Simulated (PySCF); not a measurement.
## Spin states of CaCd

Unrestricted PBE0; PySCF, scalar-relativistic core potentials, basis sets Ca def2-SVP, Cd def2-SVP with ECP28. Outer shells of the fragments: Ca 4s2; Cd 4d10 5s2.

Followed along the bond (rough minima from three points):

| 2Ms+1 | unpaired | ⟨S²⟩ at the start | R at minimum (Å) | Te (eV) |
| --- | --- | --- | --- | --- |
| 1 | none | 0.00 | 3.86 | 0.00 |
| 3 | σ ↑, π ↑ | 2.00 | 3.01 | 1.18 |
| 1 | σ ↑, π ↓ | 1.01 | 2.99 | 1.29 |
| 3 | σ ↑↑ | 2.01 | 3.33 | 1.43 |

Solutions found at the starting distance of 2.990 Å, counted from the lowest of them; the search is not exhaustive and high or unbound solutions are not listed, so other states can lie among these:

```
2Ms+1  unpaired   term  E (eV)  ⟨S²⟩  ⟨Lz²⟩  μ (D)
    1      none    ¹Σ⁺    0.00  0.00   0.00   0.65
    3  σ ↑, π ↑     ³Π    0.86  2.00   1.00  -2.85
    1  σ ↑, π ↓  mixed    0.97  1.01   1.02  -2.32
    3      σ ↑↑    ³Σ⁺    1.23  2.01   0.00  -4.93
    3  σ ↑, δ ↑     ³Δ    1.85  2.00   4.00   0.22
    1  σ ↑, δ ↓  mixed    2.13  1.00   4.00  -0.07
    1      π ↑↓  mixed    2.80  1.01   2.01  -9.34
    1      none  mixed    3.24  0.00   2.00  -9.24
```

A term symbol is given only where ⟨S²⟩ and ⟨Lz²⟩ are close to those of a pure state; real π, δ and φ orbitals otherwise mix terms. A positive dipole means Ca(−)Cd(+).

Q: Compare the gap between the two lowest followed solutions at the starting distance with the gap between their minima.

A: At PBE0 the second solution (triplet, unpaired electrons σ ↑, π ↑) lies +0.86 eV from the first (singlet, closed shell) at 2.990 Å and +1.18 eV at the minima; the two curves relax by different amounts, since their minima lie near 3.01 and 3.86 Å.

Counting both spins, an empty level lies below a filled one in some of these solutions, because spin and occupation are held.
